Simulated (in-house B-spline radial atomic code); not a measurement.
Successive ionisation energies of lanthanum; each step leads to the configuration of the next row (after the last: bare). Dirac energy differences include first-order Breit, QED and recoil terms. NIST's values go from ground level to ground level; the uncertainty of those that are theory runs from under 0.1 % in few-electron ions to several per cent in heavy many-electron ones. Computed with a radial B-spline atomic code at the basis-set limit: Dirac-Hartree-Fock, average of the configuration, finite nuclei.

| ion | configuration | ionisation energy (eV) | tabulated value (eV) | tabulated kind | computed minus tabulated (eV) | highest orbital | largest mean radius (bohr) |
| --- | --- | --- | --- | --- | --- | --- | --- |
| La41+ | [Ne] 3s2 3p4 | 3164.7 | 3133 | tabulated theory | 32 | 3p3/2 | 0.25892 |
| La42+ | [Ne] 3s2 3p3 | 3256.9 | 3222 | tabulated theory | 35 | 3p3/2 | 0.25763 |
| La43+ | [Ne] 3s2 3p2 | ? | ? | tabulated theory | ? | ? | ? |
| La44+ | [Ne] 3s2 3p1 | 3444.0 | 3515 | tabulated theory | -71 | 3p3/2 | 0.25507 |
| La45+ | [Ne] 3s2 | 3703.5 | 3704 | tabulated theory | -1 | 3s1/2 | 0.25381 |
| La46+ | [Ne] 3s1 | 3799.7 | 3800 | tabulated theory | 0 | 3s1/2 | 0.25239 |
| La47+ | [He] 2s2 2p6 | 8811.4 | 8669 | tabulated theory | 142 | 2p3/2 | 0.10477 |
| La48+ | [He] 2s2 2p5 | 9067.1 | 8914 | tabulated theory | 153 | 2p3/2 | 0.10418 |
| La49+ | [He] 2s2 2p4 | ? | ? | tabulated theory | ? | ? | ? |
| La50+ | [He] 2s2 2p3 | 9587.9 | 9437 | tabulated theory | 151 | 2p3/2 | 0.10302 |
| La51+ | [He] 2s2 2p2 | 9852.9 | 10136 | tabulated theory | -283 | 2p3/2 | 0.10245 |
| La52+ | [He] 2s2 2p1 | 10121.1 | 10426 | tabulated theory | -305 | 2p3/2 | 0.10188 |
| La53+ | [He] 2s2 | ? | ? | tabulated theory | ? | ? | ? |
| La54+ | [He] 2s1 | 11033.1 | 11033.4 | tabulated theory | 0 | 2s1/2 | 0.10078 |
| La55+ | 1s2 | 45141.9 | 45145 | tabulated theory | -3 | 1s1/2 | 0.024907 |
| La56+ | 1s1 | 46245.6 | 46245.77 | tabulated theory | 0 | 1s1/2 | 0.024729 |

Problem. Fill in the row of La43+.

Solution. ionisation energy (eV): 3350.0; tabulated value (eV): 3416; computed minus tabulated (eV): -66; highest orbital: 3p3/2; largest mean radius (bohr): 0.25634.

Problem. Fill in the row of La49+.

Solution. ionisation energy (eV): 9325.9; tabulated value (eV): 9184; computed minus tabulated (eV): 142; highest orbital: 2p3/2; largest mean radius (bohr): 0.1036.

Problem. Fill in the row of La53+.

Solution. ionisation energy (eV): 10788.6; tabulated value (eV): 10789; computed minus tabulated (eV): 0; highest orbital: 2s1/2; largest mean radius (bohr): 0.10132.

Problem. Where is the largest jump?

Solution. From La54+ to La55+, by a factor of 4.09 (11033 to 45142 eV); the highest orbital goes from 2s1/2 to 1s1/2.

Where a p, d or f electron is removed, the computed value is a mean over both j, so it misses the tabulated one by a part of the spin-orbit splitting; averaging over terms and missing correlation add to the gap, relatively most at low charge.
